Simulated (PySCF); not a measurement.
I3Pb (SMILES [I][Pb-]([I])[I]), charge -1, singlet, geometry from GFN2-xTB (such geometries of metal compounds can be far from the true shape) (core potentials on I, Pb); DF-TPSSH/def2-SVP (PySCF).

PySCF was given this input:
```python
from pyscf import gto, scf, dft

mol = gto.M(
    atom='''
Pb   -0.00801113   -0.00941235    0.81054775
I     0.42898299   -2.52528977   -0.44320013
I     1.98287322    1.63760001   -0.37950125
I    -2.39946163    0.90225226   -0.43135362
''',
    basis='def2-svp',
    ecp={'I': 'def2-svp', 'Pb': 'def2-svp'},
    charge=-1,
    verbose=4,
)

mf = dft.RKS(mol)
mf.xc = 'tpssh'
mf = mf.density_fit(auxbasis='def2-universal-jkfit')
mf.kernel()
```

It wrote (shortened):

```
PySCF version 2.14.0

[INPUT] verbose = 4
[INPUT] num. atoms = 4
[INPUT] num. electrons = 98
[INPUT] charge = -1
[INPUT] spin (= nelec alpha-beta = 2S) = 0
[INPUT] symmetry False subgroup None
[INPUT] Mole.unit = angstrom
[INPUT] Symbol           X                Y                Z      unit          X                Y                Z       unit  Magmom
[INPUT]  1 Pb    -0.008011130000  -0.009412350000   0.810547750000 AA   -0.015138841648  -0.017786763689   1.531713258382 Bohr   0.0
[INPUT]  2 I      0.428982990000  -2.525289770000  -0.443200130000 AA    0.810660363197  -4.772106050466  -0.837526864072 Bohr   0.0
[INPUT]  3 I      1.982873220000   1.637600010000  -0.379501250000 AA    3.747087325534   3.094615520485  -0.717153426430 Bohr   0.0
[INPUT]  4 I     -2.399461630000   0.902252260000  -0.431353620000 AA   -4.534325327102   1.705009666670  -0.815140204640 Bohr   0.0

nuclear repulsion = 530.207128487009
number of shells = 40
number of NR pGTOs = 244
number of NR cGTOs = 104
basis = def2-svp
ecp = {'I': 'def2-svp', 'Pb': 'def2-svp'}

******** <class 'pyscf.df.df_jk.DFRKS'> ********
method = DFRKS
initial guess = minao
damping factor = 0
level_shift factor = 0
DIIS = <class 'pyscf.scf.diis.CDIIS'>
diis_start_cycle = 1
diis_space = 8
diis_damp = 0
SCF conv_tol = 1e-09
SCF conv_tol_grad = None
SCF max_cycles = 50
direct_scf = False
XC library pyscf.dft.libxc version 7.1.2
    S. Lehtola, C. Steigemann, M. J. T. Oliveira, and M. A. L. Marques,  SoftwareX 7, 1–5 (2018)
XC functionals = tpssh
    V. N. Staroverov, G. E. Scuseria, J. Tao, and J. P. Perdew,  J. Chem. Phys. 119, 12129 (2003)
radial grids:
    Treutler-Ahlrichs [JCP 102, 346 (1995); DOI:10.1063/1.469408] (M4) radial grids

becke partition: Becke, JCP 88, 2547 (1988); DOI:10.1063/1.454033
pruning grids: <function nwchem_prune>
grids dens level: 3
symmetrized grids: False
atomic radii adjust function: <function treutler_atomic_radii_adjust>
small_rho_cutoff = 0
Set gradient conv threshold to 3.16228e-05
Initial guess from minao.
tot grids = 89104
******** <class 'pyscf.df.df.DF'> ********
auxbasis = def2-universal-jkfit
init E= -966.7333976044
  HOMO = -1.86516345632731  LUMO = -1.61293486008919  gap/eV = 6.86349
cycle= 1 E= -1081.20000673461  delta_E= -114  |g|= 5.33  |ddm|= 19.9
  HOMO = 0.241528144593883  LUMO = 0.280581190356877  gap/eV = 1.06269
cycle= 2 E= -1081.91553019341  delta_E= -0.716  |g|= 4.34  |ddm|= 14.7
  HOMO = -0.090824458666444  LUMO = 0.0783123756508912  gap/eV = 4.60245
cycle= 3 E= -1085.67626814842  delta_E= -3.76  |g|= 0.742  |ddm|= 7.24
  HOMO = -0.0737310803366494  LUMO = 0.0434033956037938  gap/eV = 3.18739
cycle= 4 E= -1085.73075208559  delta_E= -0.0545  |g|= 0.668  |ddm|= 2.68
  HOMO = -0.0661324584625875  LUMO = 0.0894347188404403  gap/eV = 4.23320
cycle= 5 E= -1085.90364132431  delta_E= -0.173  |g|= 0.161  |ddm|= 1.31
  HOMO = -0.0758087180114737  LUMO = 0.0703910575659057  gap/eV = 3.97830
cycle= 6 E= -1085.91246696994  delta_E= -0.00883  |g|= 0.0444  |ddm|= 0.307
  HOMO = -0.0771412910674929  LUMO = 0.0715000904360279  gap/eV = 4.04474
cycle= 7 E= -1085.91313381789  delta_E= -0.000667  |g|= 0.00764  |ddm|= 0.072
  HOMO = -0.0770240620201212  LUMO = 0.0717798388746793  gap/eV = 4.04916
cycle= 8 E= -1085.91315471274  delta_E= -2.09e-05  |g|= 0.00145  |ddm|= 0.0124
  HOMO = -0.0769609081428078  LUMO = 0.0719010098358623  gap/eV = 4.05074
cycle= 9 E= -1085.91315562252  delta_E= -9.1e-07  |g|= 0.000173  |ddm|= 0.0035
  HOMO = -0.0769586107374334  LUMO = 0.0719004082093715  gap/eV = 4.05066
cycle= 10 E= -1085.91315563371  delta_E= -1.12e-08  |g|= 4.79e-05  |ddm|= 0.000464
  HOMO = -0.0769619474226273  LUMO = 0.0718950975710859  gap/eV = 4.05061
cycle= 11 E= -1085.91315563473  delta_E= -1.02e-09  |g|= 3.36e-06  |ddm|= 9.85e-05
  HOMO = -0.0769621288437703  LUMO = 0.0718951832637442  gap/eV = 4.05061
cycle= 12 E= -1085.91315563474  delta_E= -8.64e-12  |g|= 2.36e-06  |ddm|= 1.12e-05
  HOMO = -0.0769620610540178  LUMO = 0.0718952082479909  gap/eV = 4.05061
Extra cycle  E= -1085.91315563474  delta_E= -4.55e-12  |g|= 3.28e-06  |ddm|= 1.17e-05
converged SCF energy = -1085.91315563474
```
